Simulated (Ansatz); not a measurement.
Input file for C$_{2}$H$_{5}$AlClN:

```yaml
crystal:
  periodic: [false, false, false]
  atoms:
    - {symbol: C, position_ang: [-0.610969, -0.834145, 1.244495]}
    - {symbol: C, position_ang: [-0.130392, -0.112385, 0.052298]}
    - {symbol: N, position_ang: [1.081266, -0.137631, -0.394117]}
    - {symbol: Al, position_ang: [0.082409, 1.042252, -1.504608]}
    - {symbol: Cl, position_ang: [0.391585, 3.104333, -1.146633]}
    - {symbol: H, position_ang: [0.169050, -1.436427, 1.724057]}
    - {symbol: H, position_ang: [-1.451548, -1.476609, 0.968769]}
    - {symbol: H, position_ang: [-1.006264, -0.111464, 1.964042]}
    - {symbol: H, position_ang: [1.821537, -0.673511, 0.062671]}
    - {symbol: H, position_ang: [-0.263373, 0.584187, -2.967976]}
basis:
  gaussian: {orbitals: def2-TZVPP}
correlation: {method: ccsd_t}
```

```sh
$ ansatz run in.yaml --threads 4 --pin off --events-out ev --progress --plain --max-ram 10444MiB
```

Log, shortened:

```
Functional definition: HF
1459 factors; integrals over basis functions are off by at most 1.2e-3 eV
mean field evaluation 1: about -22708.8269 eV, gradient 3.4e1 eV
mean field evaluation 2: about -22709.0510 eV, gradient 3.4e1 eV
mean field evaluation 4: about -22712.2224 eV, gradient 4.1e0 eV
mean field evaluation 8: about -22712.2886 eV, gradient 2.7e-1 eV
mean field -22712.28895756 eV, -834.6612242479 hartree, gradient 2.4e-6 eV, S^2 0.000000; 0 other end points of the search recorded, 0 dependent functions left out
13 core orbitals not correlated: weight in the atoms' cores, before any rotation towards them, 1.000 or more for the frozen orbitals, at most 0.000 for the correlated occupied ones
reference -22712.28895756 eV, -834.6612242479 hartree; 14, 14 occupied and 220, 220 virtual orbitals, 1459 factors
second order -21.57562756 eV of doubles, -0.00000000 eV of singles
cycle   1  -22.20642723 eV  change   -6.3e-1 eV  update   1.0e-1
cycle   2  -22.75438743 eV  change   -5.5e-1 eV  update   3.0e-2
cycle   3  -22.86602062 eV  change   -1.1e-1 eV  update   1.6e-2
cycle   4  -22.85442465 eV  change    1.2e-2 eV  update   4.4e-3
cycle   5  -22.85466128 eV  change   -2.4e-4 eV  update   2.0e-3
cycle   6  -22.85487700 eV  change   -2.2e-4 eV  update   6.1e-4
cycle   7  -22.85467724 eV  change    2.0e-4 eV  update   2.3e-4
cycle   8  -22.85471270 eV  change   -3.5e-5 eV  update   7.8e-5
cycle   9  -22.85473602 eV  change   -2.3e-5 eV  update   2.7e-5
perturbative correction -0.98514397 eV, -0.0362033730 hartree
Total energy: -22736.12883755 eV, -835.5373236782 hartree
```

It took 94 s on 4 threads of an Arm Neoverse V2 on a shared host, with 4.9 GiB of host memory at the peak.

Correlation energy per correlated electron: -0.851 eV. T1 diagnostic: 0.0123.
